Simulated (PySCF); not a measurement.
Chain-length series, silicon-germanium chain silyl/silyl (end groups after the name). Isolated molecules, 0 K electronic values unless said otherwise. One relaxed conformer stands for each flexible species; it need not be the lowest. Strings in code marks are SMILES.

The vertical ionisation energy (Delta-SCF) from two functionals at the same geometries (PBE-D3(BJ)/def2-SVP), both in PySCF: PBE-D3(BJ)/def2-TZVP and PBE0-D3(BJ)/def2-TZVP. Delta-SCF ions had no search for a lower state. 

| species | PBE-D3(BJ)/def2-TZVP (eV) | PBE0-D3(BJ)/def2-TZVP (eV) |
|---|---|---|
| n = 1 (`[SiH3][SiH2][GeH2][SiH3]` (Si–Si–Ge–Si torsion 179°)) | 9.03 | 9.25 |
| n = 2 (`[GeH2]([SiH2][GeH2][SiH2][SiH3])[SiH3]`) | 8.32 | 8.62 |
| n = 3 (`[SiH3][SiH2][GeH2][SiH2][GeH2][SiH2][GeH2][SiH3]`) | 7.90 | 8.25 |

Over these rows, drawn at random from the members with no instability flagged (it was tested for open shells, ions and some series alone), PBE minus PBE0-D3(BJ): mean -0.29 eV, from -0.35 eV to -0.23 eV.
